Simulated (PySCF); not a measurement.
Stepwise substitution at one centre (B Br-H). All species are isolated molecules in the gas phase. Strings in code marks are SMILES.

The numbers are results of B3LYP-D3(BJ)/def2-TZVP // PBE0-D4/def2-TZVP run with PySCF, not measurements. B3LYP has the VWN-RPA correlation part, as in Gaussian. Delta-SCF ions had no search for a lower state. Excitations are Tamm–Dancoff values on a coarser integration grid. The basis has no diffuse functions, so Rydberg states are missing or too high.

```
species                                LUMO (eV)  S1–T1 gap (TDA) (eV)  vertical ionisation energy (Delta-SCF) (eV)  S1 excitation (TDA) (eV)  S1 oscillator strength
-------------------------------------  ---------  --------------------  -------------------------------------------  ------------------------  ----------------------
0 of 3 Br replaced by H (`BrB(Br)Br`)      -2.23                     …                                        10.21                      4.60                   0.000
1 of 3 Br replaced by H (`B(Br)Br`)            …                  0.17                                        10.70                         …                       …
2 of 3 Br replaced by H (`BBr`)            -2.21                  0.30                                        10.78                      4.45                   0.000
3 of 3 Br replaced by H (`B`)              -2.22                     –                                        13.12                         –                       –
```

Task: What belongs in the gaps?

Result: 
- 0 of 3 Br replaced by H (`BrB(Br)Br`), S1–T1 gap (TDA) (eV): 0.16
- 1 of 3 Br replaced by H (`B(Br)Br`), LUMO (eV): -2.20
- 1 of 3 Br replaced by H (`B(Br)Br`), S1 excitation (TDA) (eV): 4.82
- 1 of 3 Br replaced by H (`B(Br)Br`), S1 oscillator strength: 0.000
